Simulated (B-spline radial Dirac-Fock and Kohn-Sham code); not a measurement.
**Tm²⁺: N5-O23O23 lines in intermediate coupling**

System: Tm²⁺ in the configuration 1s2 2s2 2p6 3s2 3p6 3d10 4s2 4p6 4d10 4f13 5s2 5p6, inside a Watson sphere of charge -2 and radius 2.7 Å (a model of the Madelung potential; inside it an electron's potential energy is raised by 10.7 eV).

The computed values come from a B-spline atomic structure program: ΔSCF Dirac-Fock with Breit, self-energy and vacuum polarisation, finite nucleus, configuration average. The two-hole levels come from diagonalising the Coulomb interaction among the jj configurations; intensities are independent-particle Coulomb rates. Kinetic energies are from the vacuum level. The model has no electron correlation. Open outer shells are spectators and are not coupled to the holes.

| kinetic energy (eV) | J | leading jj holes (weight) | leading LS term (weight) | intensity (%) |
| --- | --- | --- | --- | --- |
| 92.93 | 0 | O2O2 (0.94) | ¹S0 (0.57) | 9.2 |
| 99.92 | 2 | O2O3 (0.98) | ¹D2 (0.80) | 71.7 |
| 101.6 | 1 | O2O3 (1.00) | ³P1 (1.00) | 0.6 |
| 104.6 | 0 | O3O3 (0.94) | ³P0 (0.57) | 2.8 |
| 107.1 | 2 | O3O3 (0.98) | ³P2 (0.80) | 15.5 |

The strongest line, by its leading LS label ¹D2, lies at 99.92 eV. The mean weight of the leading component is 0.97 in jj and 0.75 in LS coupling, so jj labels describe these levels better.
